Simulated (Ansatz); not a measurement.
```yaml
crystal:
  periodic: [false, false, false]
  atoms:
    - {symbol: B, position_ang: [0.072781, 2.370262, 0.045480]}
    - {symbol: Al, position_ang: [0.212199, 0.263677, 0.134624]}
    - {symbol: C, position_ang: [1.608642, -0.757303, 1.060613]}
    - {symbol: Si, position_ang: [-1.543841, -1.052642, -1.022839]}
    - {symbol: F, position_ang: [-2.617679, -0.078533, -1.739904]}
    - {symbol: H, position_ang: [0.566451, 3.017281, -0.836923]}
    - {symbol: H, position_ang: [-0.541717, 3.014996, 0.850292]}
    - {symbol: H, position_ang: [1.165263, -1.376794, 1.847784]}
    - {symbol: H, position_ang: [2.105279, -1.445489, 0.368645]}
    - {symbol: H, position_ang: [2.374262, -0.128727, 1.519853]}
    - {symbol: H, position_ang: [-1.002843, -1.946126, -2.091467]}
    - {symbol: H, position_ang: [-2.321800, -1.935902, -0.102159]}
basis:
  gaussian: {orbitals: def2-TZVPP, nuclear_model: gaussian}
hamiltonian: {xc: {name: HF}}
correlation: {active_space: {window: {electrons: 3, orbitals: 2}}}
output: {forces: true}
```

```sh
$ ansatz run in.yaml --threads 4 --pin off --events-out ev --progress --plain --max-ram 10444MiB
```

Task: How does Ansatz answer? (An estimate is asked.)

Result: Computed: The run stopped with an error.
```
Functional definition: HF
1608 factors; integrals over basis functions are off by at most 7.6e-4 eV
mean field evaluation 1: about -18962.9207 eV, gradient 3.8e1 eV
mean field evaluation 2: about -18963.0931 eV, gradient 3.9e1 eV
mean field evaluation 4: about -18966.9112 eV, gradient 4.0e0 eV
mean field evaluation 8: about -18966.9910 eV, gradient 2.6e-1 eV
mean field -18966.99175786 eV, -697.0240908127 hartree, gradient 3.1e-6 eV, S^2 0.000000; 0 other end points of the search recorded, 0 dependent functions left out
reference -18966.99175786 eV, -697.0240908127 hartree; 27, 27 occupied and 248, 248 virtual orbitals, 1608 factors
Error: 3 electrons in 2 orbitals form no window around the highest filled level of the reference
```
